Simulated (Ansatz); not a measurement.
## Molecular dynamics of ClHO2Si

Input file:

```yaml
crystal:
  periodic: [false, false, false]
  atoms:
    - { symbol: O, position_ang: [-0.79311, -1.699487, 0.754481] }
    - { symbol: Si, position_ang: [-0.30917, -0.413192, 0.144695] }
    - { symbol: O, position_ang: [1.167691, 0.222678, 0.254677] }
    - { symbol: Cl, position_ang: [-1.441298, 0.838864, -0.981769] }
    - { symbol: H, position_ang: [1.375888, 1.051136, -0.172094] }
basis:
  gaussian: { orbitals: def2-SVP }
hamiltonian:
  xc: { name: BHLYP }
md:
  timestep: 0.5
  n_steps: 150
  ensemble: nvt_nose_hoover
  temperature: 300.0
  initial_velocities: maxwell_boltzmann
  seed: 566489
  nose_hoover: { tau: 300.0, chain_length: 5 }
scf:
  lower_state_search: "off"
```

Command:

```bash
$ ansatz run input.yaml --threads 1 --pin off --max-ram 2048MiB --backend cpu --events-out ev --progress --plain --runs-dir out
```

It starts from a relaxed structure.

Output, in part (one step line in 6, the closing report, with atoms numbered from 0):

```
md step     0: t =     0.00 fs  T =   300.0 K  F+E_penalty+E_count = -24501.09547390 eV  E_kin = 0.116334 eV  conserved = -24500.97913990 eV  (14 SCF iters)
md step     6: t =     3.00 fs  T =   264.1 K  F+E_penalty+E_count = -24501.08143534 eV  E_kin = 0.102402 eV  conserved = -24500.97903349 eV  (19 SCF iters)
md step    12: t =     6.00 fs  T =   178.0 K  F+E_penalty+E_count = -24501.04787097 eV  E_kin = 0.069019 eV  conserved = -24500.97885457 eV  (19 SCF iters)
md step    18: t =     9.00 fs  T =   121.3 K  F+E_penalty+E_count = -24501.02600955 eV  E_kin = 0.047055 eV  conserved = -24500.97896394 eV  (20 SCF iters)
md step    24: t =    12.00 fs  T =    86.1 K  F+E_penalty+E_count = -24501.01242541 eV  E_kin = 0.033373 eV  conserved = -24500.97907015 eV  (20 SCF iters)
md step    30: t =    15.00 fs  T =    68.7 K  F+E_penalty+E_count = -24501.00553854 eV  E_kin = 0.026642 eV  conserved = -24500.97892412 eV  (15 SCF iters)
md step    36: t =    18.00 fs  T =    87.8 K  F+E_penalty+E_count = -24501.01285353 eV  E_kin = 0.034057 eV  conserved = -24500.97884100 eV  (20 SCF iters)
md step    42: t =    21.00 fs  T =   127.0 K  F+E_penalty+E_count = -24501.02817558 eV  E_kin = 0.049231 eV  conserved = -24500.97901754 eV  (19 SCF iters)
md step    48: t =    24.00 fs  T =   145.4 K  F+E_penalty+E_count = -24501.03535816 eV  E_kin = 0.056378 eV  conserved = -24500.97909274 eV  (20 SCF iters)
md step    54: t =    27.00 fs  T =   116.1 K  F+E_penalty+E_count = -24501.02375202 eV  E_kin = 0.045003 eV  conserved = -24500.97890769 eV  (20 SCF iters)
md step    60: t =    30.00 fs  T =    83.0 K  F+E_penalty+E_count = -24501.01086881 eV  E_kin = 0.032191 eV  conserved = -24500.97887747 eV  (15 SCF iters)
md step    66: t =    33.00 fs  T =    98.7 K  F+E_penalty+E_count = -24501.01708902 eV  E_kin = 0.038286 eV  conserved = -24500.97904076 eV  (20 SCF iters)
md step    72: t =    36.00 fs  T =   145.7 K  F+E_penalty+E_count = -24501.03521184 eV  E_kin = 0.056483 eV  conserved = -24500.97902260 eV  (19 SCF iters)
md step    78: t =    39.00 fs  T =   188.1 K  F+E_penalty+E_count = -24501.05143586 eV  E_kin = 0.072943 eV  conserved = -24500.97887957 eV  (19 SCF iters)
md step    84: t =    42.00 fs  T =   242.6 K  F+E_penalty+E_count = -24501.07259278 eV  E_kin = 0.094083 eV  conserved = -24500.97902267 eV  (19 SCF iters)
md step    90: t =    45.00 fs  T =   244.5 K  F+E_penalty+E_count = -24501.07324952 eV  E_kin = 0.094802 eV  conserved = -24500.97910230 eV  (19 SCF iters)
md step    96: t =    48.00 fs  T =   205.3 K  F+E_penalty+E_count = -24501.05777021 eV  E_kin = 0.079624 eV  conserved = -24500.97893360 eV  (19 SCF iters)
md step   102: t =    51.00 fs  T =   176.0 K  F+E_penalty+E_count = -24501.04618526 eV  E_kin = 0.068251 eV  conserved = -24500.97884597 eV  (19 SCF iters)
md step   108: t =    54.00 fs  T =   156.9 K  F+E_penalty+E_count = -24501.03883752 eV  E_kin = 0.060857 eV  conserved = -24500.97900354 eV  (19 SCF iters)
md step   114: t =    57.00 fs  T =   146.3 K  F+E_penalty+E_count = -24501.03467602 eV  E_kin = 0.056740 eV  conserved = -24500.97905857 eV  (20 SCF iters)
md step   120: t =    60.00 fs  T =   130.1 K  F+E_penalty+E_count = -24501.02813663 eV  E_kin = 0.050464 eV  conserved = -24500.97889646 eV  (20 SCF iters)
md step   126: t =    63.00 fs  T =   115.8 K  F+E_penalty+E_count = -24501.02247493 eV  E_kin = 0.044915 eV  conserved = -24500.97888691 eV  (19 SCF iters)
md step   132: t =    66.00 fs  T =   113.7 K  F+E_penalty+E_count = -24501.02173943 eV  E_kin = 0.044079 eV  conserved = -24500.97908251 eV  (20 SCF iters)
md step   138: t =    69.00 fs  T =    82.3 K  F+E_penalty+E_count = -24501.00943929 eV  E_kin = 0.031913 eV  conserved = -24500.97902919 eV  (19 SCF iters)
md step   144: t =    72.00 fs  T =    44.2 K  F+E_penalty+E_count = -24500.99441474 eV  E_kin = 0.017136 eV  conserved = -24500.97884188 eV  (15 SCF iters)
md step   150: t =    75.00 fs  T =    57.4 K  F+E_penalty+E_count = -24500.99957869 eV  E_kin = 0.022265 eV  conserved = -24500.97893114 eV  (20 SCF iters)
Total energy: -24500.99970399 eV, -900.3951317476 hartree
Atom 0 at    -0.771551    -1.722090     0.729042 Å, force    -0.140481     0.176532     0.133909 eV/Å
Atom 1 at    -0.315449    -0.396277     0.181314 Å, force    -0.063850    -0.142965    -0.315752 eV/Å
Atom 2 at     1.183859     0.218574     0.272516 Å, force    -0.577065    -0.321346     0.054792 eV/Å
Atom 3 at    -1.453566     0.845637    -0.998739 Å, force     0.359187    -0.296589     0.376244 eV/Å
Atom 4 at     1.383502     0.765539    -0.474916 Å, force     0.422210     0.584367    -0.249192 eV/Å
Dipole moment:     0.303590     0.739697    -0.425703 e Å
```

All steps were run. The conserved energy stayed within 0.064 meV per atom of its start (net change 0.042 meV per atom), so the integration is sound. The mean temperature of the second half is 50 % below the set value. A run of 0.075 ps of so small a system gives no equilibrium averages.

The same pairs are bonded in the first frame and the last. Pairs count as bonded within 1.25 times the sum of covalent radii (0.12 Å more for H–H).

Last frame:

```xyz
5
Properties=species:S:1:pos:R:3
O -0.772 -1.722 0.729
Si -0.315 -0.396 0.181
O 1.184 0.219 0.273
Cl -1.454 0.846 -0.999
H 1.383 0.765 -0.475
```

Time of the run: 110 s on 1 thread of Intel(R) Xeon(R) 6975P-C (Granite Rapids) (shared host), peak memory 0.13 GiB.
